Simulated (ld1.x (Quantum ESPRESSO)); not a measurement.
Transferability test, RRKJ potential for nitrogen

```json
{
 "Element": "N (Z = 7)",
 "Generator": "ld1.x (Quantum ESPRESSO) 7.5",
 "Type": "norm-conserving RRKJ (Kleinman–Bylander form)",
 "Functional": "LDA (PZ)",
 "Relativity": "non-relativistic",
 "Frozen core": "[He]",
 "Valence charge": "5",
 "Reference configuration": "2s2 2p3",
 "Partial waves": "2p (bound): rc 2.24 bohr; 2s (bound): rc 1.06 bohr",
 "Local potential": "the s channel",
 "Core correction": "none"
}
```

Energies are relative to the spin-unpolarised reference configuration 2s2 2p3; without spin polarisation the order of configurations can differ from experiment. Spin-polarised rows fill each open shell by Hund’s rule, majority spin first.

(1) Give the all-electron excitation energy and the error of the potential for: 2s2 2p2; 2s2 2p1; 2s2 2p0; 2s1 2p0; 2s2 2p3.3; 2s0 2p5; 2s1 2p3; 2s2 2p3 (spin-polarised); 2s2 2p2 (spin-polarised).

## Answers

(1)

```tsv
valence configuration	charge	ΔE all-electron (eV)	error AE − PS (meV)
2s2 2p2	+1	13.737	+102
2s2 2p1	+2	42.712	+843
2s2 2p0	+3	89.879	+3196
2s1 2p0	+4	167.304	+5203
2s2 2p3.3	-0.3	-1.667	+1.6
2s0 2p5	0	22.393	-43
2s1 2p3	+1	25.157	-140
2s2 2p3 (spin-polarised)	0	-2.893	+49
2s2 2p2 (spin-polarised)	+1	12.049	+94
```
